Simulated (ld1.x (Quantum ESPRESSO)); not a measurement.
carbon TM: all-electron and pseudo phase curves

| Item | Value |
| --- | --- |
| Element | C (Z = 6) |
| Generator | ld1.x (Quantum ESPRESSO) 7.5 |
| Type | norm-conserving Troullier–Martins (Kleinman–Bylander form) |
| Functional | LDA (PZ) |
| Relativity | scalar-relativistic |
| Frozen core | [He] |
| Valence charge | 4 |
| Reference configuration | 2s2 2p2 |
| Partial waves | 2s (bound): rc 1.25 bohr; 2p (bound): rc 1.75 bohr; 3d channel at -0.15 Ry: rc 1.75 bohr |
| Local potential | all-electron potential smoothed inside 1.40 bohr (lloc = -1) |
| Core correction | Bessel-smoothed model core inside 0.60 bohr |

The phase is arctan(r·u′/u) with u = r·R(r), unwrapped; energies in Ry, scanned from -3 to 5 Ry. A pole is an energy at which the radial function vanishes at the test radius. The pseudo phase is shifted by a multiple of π to meet the all-electron one at the reference energy, and phase errors are pseudo minus all-electron; the curves can meet again beyond the range given. Levels narrower than the energy grid can be missing from the lists of poles.

| channel | radius (bohr) | reference energy (Ry) | poles, all-electron | poles, pseudo | unbroken range about the reference energy with phases within 0.05 rad | phase error 1 Ry above the reference energy (rad) |
| --- | --- | --- | --- | --- | --- | --- |
| s | 1.90 | -1.00 | 0.46 | 0.45 | below 3.8 | -0.001 |
| p | 1.90 | -0.40 | 0.86 | 0.88 | below 3.3 | +0.003 |
| d | 1.90 | -0.15 | none | none | the whole range | +0.000 |

Phases in the p channel:

| E (Ry) | all-electron | pseudo |
| --- | --- | --- |
| -3.00 | 1.224 | 1.224 |
| -2.52 | 1.177 | 1.178 |
| -2.04 | 1.106 | 1.107 |
| -1.56 | 0.980 | 0.981 |
| -1.08 | 0.694 | 0.696 |
| -0.60 | -0.122 | -0.122 |
| -0.12 | -1.063 | -1.062 |
| 0.36 | -1.412 | -1.409 |
| 0.84 | -1.566 | -1.562 |
| 1.32 | -1.662 | -1.656 |
| 1.80 | -1.738 | -1.728 |
| 2.28 | -1.812 | -1.797 |
| 2.76 | -1.898 | -1.872 |
| 3.24 | -2.015 | -1.968 |
| 3.72 | -2.204 | -2.107 |
| 4.20 | -2.556 | -2.341 |
| 4.68 | -3.187 | -2.766 |
